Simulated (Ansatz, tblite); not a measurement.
Cost and result up the ladder for Zn₇H₂₀Se₇ (34 atoms). Charge 0, multiplicity 1. Geometry: r2SCAN-D4/def2-SVP.

Cartesian coordinates in Å:
```
Zn 0.051 2.471 -0.884
Zn -0.052 -2.103 3.118
Zn 2.850 1.871 -1.718
Zn -1.981 2.522 0.846
Zn -2.534 -0.556 -2.345
Zn 0.498 -1.973 -2.690
Zn 1.397 0.395 -3.392
Se -1.710 -0.162 3.628
Se 0.311 1.386 1.449
Se -0.816 1.418 -2.990
Se 2.260 -0.929 2.832
Se -0.565 -2.442 0.624
Se 2.045 -0.550 -0.988
Se -2.736 0.188 0.054
H 1.581 2.962 -1.253
H -1.247 3.432 -0.458
H -0.076 -3.299 4.114
H 4.312 2.210 -1.306
H -2.878 3.228 1.903
H -3.774 -0.885 -3.217
H -0.996 -1.277 -2.318
H 0.835 -3.492 -2.570
H 2.537 1.561 -3.471
H 1.142 -1.061 -4.100
H -0.846 0.405 4.681
H -2.396 -1.000 4.647
H 1.068 2.578 1.865
H -0.835 2.724 -3.676
H 2.037 -0.008 3.959
H 2.923 -1.895 3.749
H 0.321 -3.624 0.538
H -1.730 -3.294 0.937
H 3.194 -1.207 -1.644
H -4.189 0.406 0.077
```

Ansatz on 4 threads of AMD EPYC 7R13 on a shared host and a share (37 GiB) of an NVIDIA H100 80GB HBM3; xTB runs through tblite on one thread. Times are rough, summed over both states, and most runs start from the orbitals of an earlier one. PBE0-D4/def2-TZVP serves as the yardstick here, not as an exact answer. The other state is a doublet.

The xTB rows come from tblite. Single mean-field runs in def2-TZVP are fitted with def2-universal-jkfit. HOMO above LUMO, or a gap near zero within one spin, warns that the state may not be the lowest or that an electron is smeared out. In the singlet geometry the species has come apart into loosely held pieces. In the doublet geometry the species has come apart into loosely held pieces.

Raw xTB energies of ions are shifted by several eV.

```
                          level  functions  vertical IE (eV)  difference from PBE0-D4/def2-TZVP (eV)                                     remarks
PBE0-D4/def2-TZVP (with forces)        792              7.96                                    0.00                                           –
 PBE-D4/def2-TZVP (with forces)        792              7.40                                   -0.56  gap within one spin near zero (+1 doublet)
                       GFN1-xTB        131             11.15                                    3.18                                           –
                       GFN2-xTB        111             12.59                                    4.63                                           –
```

(1) Estimate how long each takes.

## Answers

(1) GFN2-xTB 0.19 s; GFN1-xTB 0.19 s; PBE-D4/def2-TZVP (with forces) 33 s; PBE0-D4/def2-TZVP (with forces) 46 s. On shared hardware such times vary by a factor of up to 3.
